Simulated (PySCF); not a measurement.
Cl₂Pb, charge -1, doublet, geometry from GFN2-xTB (such geometries of metal compounds can be far from the true shape) (a state made from the parent by changing its charge; the spin is typed, not shown lowest) (core potentials on Pb) (in this run its highest filled SCF level lies above zero, so its values depend strongly on the basis, on diffuse functions most of all). Base run: SVWN5/def2-SVP (PySCF).

Input for PySCF:
```python
from pyscf import gto, scf, dft

mol = gto.Mole()
mol.atom = '''
    Pb    0.007043   -0.010256    0.425939
    Cl    1.479003    1.683376   -1.012065
    Cl   -1.512976   -1.633907   -1.042464
'''
mol.basis = 'def2-svp'
mol.ecp = {'Pb': 'def2-svp'}
mol.charge = -1
mol.spin = 1
mol.verbose = 3
mol.build()

mf = dft.UKS(mol)
mf.xc = 'lda,vwn'
mf.kernel()
```

Variants of this job, named by their change:

```json
[
 {"change": "base", "E (Eh)": "-1109.90877", "HOMO (eV)": "1.29", "<S^2>": "0.751", "core-seconds (rough)": "2"},
 {"change": "functional = wb97x_v", "E (Eh)": "-1112.96504", "HOMO (eV)": "-1.63", "<S^2>": "0.753", "core-seconds (rough)": "60"},
 {"change": "functional = pbe; dispersion = d3zero", "E (Eh)": "-1112.78845", "HOMO (eV)": "1.34", "<S^2>": "0.752", "core-seconds (rough)": "5"},
 {"change": "functional = b3lyp5", "E (Eh)": "-1113.01748", "HOMO (eV)": "0.73", "<S^2>": "0.752", "core-seconds (rough)": "6"},
 {"change": "functional = b3lyp; dispersion = d4", "E (Eh)": "-1113.23948", "HOMO (eV)": "0.64", "<S^2>": "0.752", "core-seconds (rough)": "4"},
 {"change": "functional = r2scan", "E (Eh)": "-1113.17623", "HOMO (eV)": "0.95", "<S^2>": "0.754", "core-seconds (rough)": "10"},
 {"change": "functional = o3lyp", "E (Eh)": "-1113.33780", "HOMO (eV)": "1.00", "<S^2>": "0.753", "core-seconds (rough)": "5"},
 {"change": "functional = m062x", "E (Eh)": "-1112.98975", "HOMO (eV)": "-0.72", "<S^2>": "0.756", "core-seconds (rough)": "7"},
 {"change": "functional = blyp", "E (Eh)": "-1113.09783", "HOMO (eV)": "1.62", "<S^2>": "0.751", "core-seconds (rough)": "3"},
 {"change": "functional = bhandhlyp", "E (Eh)": "-1113.01697", "HOMO (eV)": "-0.41", "<S^2>": "0.753", "core-seconds (rough)": "4"},
 {"change": "functional = blyp; dispersion = d3bjm", "E (Eh)": "-1113.10571", "HOMO (eV)": "1.62", "<S^2>": "0.751", "core-seconds (rough)": "4"},
 {"change": "functional = b97-1", "E (Eh)": "-1113.03000", "HOMO (eV)": "0.70", "<S^2>": "0.752", "core-seconds (rough)": "4"},
 {"change": "functional = blyp; dispersion = d4", "E (Eh)": "-1113.10475", "HOMO (eV)": "1.62", "<S^2>": "0.751", "core-seconds (rough)": "4"}
]
```

Total energies compare only within one method and basis.

Open shells are given as the SCF converged; they aren't shown to be the lowest states, and a large step between rows can be another state.
